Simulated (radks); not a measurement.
Spherical jellium clusters: N electrons in a uniform positive sphere of charge N and radius rs N^(1/3), rs = 2.61 bohr. Calculated with a radial shooting solver with Libxc functionals: non-relativistic Kohn-Sham, LDA (Slater exchange, Perdew-Wang correlation), spin-polarised, spherical densities. Levels are named by radial order and angular momentum (1s, 1p, 1d, 2s, ...), and open shells are averaged over m.

N = 24, configuration 1s2 1p6 1d10 2s2 1f(up 4, down 0). This is the lowest configuration that the search found. Occupied and some empty levels:

level,occupation,eigenvalue (eV),<r> (bohr)
1s up,1,-9.0280,4.574
1s down,1,-8.8121,4.438
1p up,3,-7.3444,5.510
1p down,3,-7.0258,5.438
1d up,5,-5.2940,6.223
1d down,5,-4.9216,6.200
2s up,1,-4.4969,5.428
2s down,1,-4.2765,5.499
1f up,4,-2.9899,6.926
1f down,0,-2.6043,6.965
2p up,0,-2.1818,7.077
2p down,0,-1.9753,7.190
1g up,0,-0.58932,7.921
2d up,0,-0.43743,10.16
2d down,0,-0.29620,10.73
1g down,0,-0.24306,8.153

Energy (eV): total -29.9338, kinetic 90.241, external -2428.9, Hartree 1183.7, exchange-correlation -124.15, background 1249.1.

Electron density:

r (bohr),n(r) (e/bohr^3)
0.249,0.01739
0.876,0.01647
1.50,0.01491
2.13,0.01339
2.75,0.01254
3.38,0.01262
4.01,0.01339
4.63,0.01415
5.26,0.01405
5.89,0.01259
6.51,0.009897
7.14,0.006738
7.76,0.004012
8.39,0.002173
9.02,0.001111
9.64,0.0005475
10.3,0.0002633
10.9,0.0001242
11.5,0.00005873
12.2,0.00002730
